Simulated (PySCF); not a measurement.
TaOCl3, SMILES [O]=[Ta]([Cl])([Cl])[Cl], multiplicity 1. Geometry: B3LYP-D3(BJ)/def2-SVP. The multiplicity is an assumed one; other spin states were not compared. The isomer is the one that the SMILES or the coordinates give; other isomers of the formula were not compared. The def2 effective core potentials stand for the cores of Ta; spin–orbit coupling is left out.

Calculation: B3LYP-D3(BJ)/def2-SVP run with PySCF.

Harmonic wavenumbers (cm⁻¹): 102, 102, 116, 217, 217, 391, 411, 411, 1015. Rotational constants (GHz): 1.454, 1.454, 0.9802; symmetry number 3.

Problem. Work out the zero-point energy and the ideal-gas rigid-rotor harmonic-oscillator thermochemistry at 298.15 K and 1 atm.

Solution. ZPE = ½ Σ hcν = ½ × 2981 cm⁻¹ = 17.83 kJ/mol. H − E(el) = 38.74 kJ/mol. Entropy in J/(mol K): translation 180.02, rotation 114.00, vibration 70.76, total 364.77. G − E(el) = -70.02 kJ/mol. Cp = 92.69 J/(mol K). Modes under 150 cm⁻¹ make the vibrational entropy uncertain.
